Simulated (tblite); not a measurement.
C₆H₁₂O₂P (charge -1).
Geometry (GFN2-xTB, Å), atoms numbered from 1 in this order:
```xyz
21
C6H12O2P angstrom
C      2.9326   -0.0583    0.6409
C      1.7790    0.4868    0.9725
P      0.2676   -0.5469    1.2287
O     -0.4059   -0.0701    2.4726
O      0.6094   -1.9906    1.0973
C     -0.7490   -0.0141   -0.2741
C     -0.0320   -0.4201   -1.5500
C     -2.0479   -0.7888   -0.1237
C     -1.0183    1.4808   -0.2297
H      2.9799   -1.1160    0.4380
H      3.8597    0.4986    0.5526
H      1.7048    1.5415    1.2117
H      0.2374   -1.4719   -1.4839
H      0.8846    0.1563   -1.6740
H     -0.6656   -0.2683   -2.4287
H     -2.5214   -0.5134    0.8174
H     -1.8258   -1.8540   -0.0870
H     -2.7421   -0.5937   -0.9469
H     -0.1154    2.0437   -0.4642
H     -1.3430    1.7508    0.7733
H     -1.7976    1.7649   -0.9432
```

Structure optimised with GFN2-xTB, isolated species.

Masses are those of the commonest isotopes; rigid-rotor values at the optimised geometry. The values belong to one conformer with, in the numbering `[CH2:1]=[CH:2][P@:3](=[O:4])([O-:5])[C:6]([CH3:7])([CH3:8])[CH3:9]`, C1–C2–P3–O4 135°.

(1) What are A, B and C (MHz)?

(2) Classify the top.

(3) Is it planar, by Δ = Ic − Ia − Ib?

## Answers

(1) Ia = 275.25, Ib = 407.06, Ic = 456.69 u·Å²; 505379 MHz·u·Å²/I gives A = 1836, B = 1242, C = 1107 MHz.

(2) An asymmetric top: κ = (2 × 1242 − 1836 − 1107)/(1836 − 1107) = -0.63.

(3) Not planar: Δ = Ic − Ia − Ib = -225.62 u·Å². For a rigid frame Δ = −2 Σ m c², so Σ m c² = 112.81 u·Å² lies off the ab plane: 21.91 from hydrogen and 90.90 from heavier atoms. The atom farthest from that plane is 2.07 Å away.

Its GFN2-xTB frequencies are all real (lowest 46 cm⁻¹). Zero-point vibration and centrifugal distortion are left out.

These are computed values.
